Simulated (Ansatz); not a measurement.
`CBNCF` and `CBNC[SiH3]` differ in one atom or group.

Ansatz, PBE0-D4/def2-TZVP geometries, multiplicity 1. Each molecule was computed in one conformer, which needn't be the lowest.

| property | `CBNCF` |
| --- | --- |
| HOMO–LUMO gap (ωB97M-V/def2-TZVPP) / eV | 13.07 |
| LUMO energy (PBE/def2-TZVPP) / eV | -0.71 |
| size of the dipole moment (PBE/def2-TZVPP) / D | 1.76 |
| HOMO–LUMO gap (PBE0/def2-TZVPP) / eV | 8.85 |
| HOMO–LUMO gap (B3LYP/def2-TZVPP) / eV | 8.38 |
| size of the dipole moment (ωB97M-V/def2-TZVPP) / D | 1.83 |

Task: What does the change do to each property? (Best estimate.)

Result: The calculation gave: 
```tsv
property	`CBNC[SiH3]`	shift
HOMO–LUMO gap (ωB97M-V/def2-TZVPP) / eV	11.57	-1.50
LUMO energy (PBE/def2-TZVPP) / eV	-0.43	0.28
size of the dipole moment (PBE/def2-TZVPP) / D	1.26	-0.50
HOMO–LUMO gap (PBE0/def2-TZVPP) / eV	7.80	-1.05
HOMO–LUMO gap (B3LYP/def2-TZVPP) / eV	7.36	-1.02
size of the dipole moment (ωB97M-V/def2-TZVPP) / D	1.22	-0.61
```

With PBE0 the HOMO rises by 1.24 eV and the LUMO rises by 0.19 eV, so the gap narrows by about 1.05 eV. PBE moves the HOMO by 1.08 eV and ωB97M-V by 1.34 eV. Dipoles are sizes alone; their direction can turn.

B3LYP here is the variant with VWN-RPA as its local correlation; programs differ in this.
